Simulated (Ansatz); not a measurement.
Consider the substitution at a C–C bond: `CC(C)(C)Br` + `O[SiH2]S[SiH2]Cl` → `CO[SiH2]S[SiH2]Cl` + `CC(C)Br`.

Isolated molecules relaxed with PBE0-D4/def2-TZVP in Ansatz; ΔE leaves out vibrations. CCSD(T)/CBS is the MP2 limit (def2-TZVPP, def2-QZVPP) plus CCSD(T) − MP2 in def2-TZVPP, frozen cores. DFT in def2-TZVPP. For Br outer-core shells are correlated without core-valence functions, which leaves a few kJ/mol of doubt a bond. Scalar relativity is left out up to krypton. Each species was taken in one conformer, which may not be the lowest.

`CC(C)(C)Br`:

Cartesian coordinates in Å:
```
C 0.020 -1.416 -0.323
C -0.188 -0.033 0.255
C 1.111 0.575 0.738
C -0.908 0.879 -0.716
Br -1.366 -0.236 1.847
H 0.500 -2.079 0.398
H -0.927 -1.864 -0.629
H 0.666 -1.341 -1.205
H 1.602 -0.068 1.469
H 0.947 1.554 1.192
H 1.785 0.701 -0.116
H -0.286 1.013 -1.607
H -1.092 1.860 -0.276
H -1.863 0.453 -1.026
```

`O[SiH2]S[SiH2]Cl`:

```xyz
10

O     0.435   -1.319   -1.232
Si    0.875    0.258   -1.253
S    -0.533    1.497   -0.213
Si   -0.710    0.310    1.536
Cl   -2.075   -1.210    1.285
H    -0.483   -1.540   -1.407
H     2.201    0.295   -0.602
H     0.924    0.843   -2.615
H    -1.219    1.180    2.616
H     0.586   -0.314    1.884
```

`CO[SiH2]S[SiH2]Cl`:

Cartesian coordinates in Å:
```
C -0.882 -0.801 -1.483
O -0.546 -1.303 -0.208
Si 0.911 -1.228 0.519
S 0.951 0.170 2.149
Si -0.052 1.796 1.241
Cl 0.845 2.378 -0.519
H 0.002 -0.474 -2.039
H -1.384 -1.588 -2.050
H -1.562 0.048 -1.380
H 1.937 -0.860 -0.489
H 1.213 -2.523 1.166
H -1.450 1.462 0.899
H 0.017 2.925 2.194
```

`CC(C)Br`:

Cartesian coordinates in Å:
```
C -0.303 -0.510 -1.150
C 0.451 -0.288 0.138
C -0.028 0.912 0.918
Br 0.294 -1.896 1.265
H 0.064 -1.387 -1.684
H -1.370 -0.644 -0.958
H -0.179 0.365 -1.796
H 1.522 -0.223 -0.050
H 0.102 1.813 0.309
H -1.086 0.818 1.166
H 0.534 1.040 1.843
```

```
 level  ΔE (kJ/mol)
   PBE         64.5
r2SCAN         69.5
```

Q: What does CCSD(T)/CBS give? (Estimate.)

A: The calculation gave: +73.7 kJ/mol. The listed levels differ from it by -9.2, -4.2 kJ/mol.

Largest T1 diagnostic among the species: 0.011.

In def2-TZVPP, CCSD(T) changes the Hartree–Fock value by +17.4 kJ/mol (the triples alone add +2.1 kJ/mol) and MP2 by +25.7 kJ/mol.
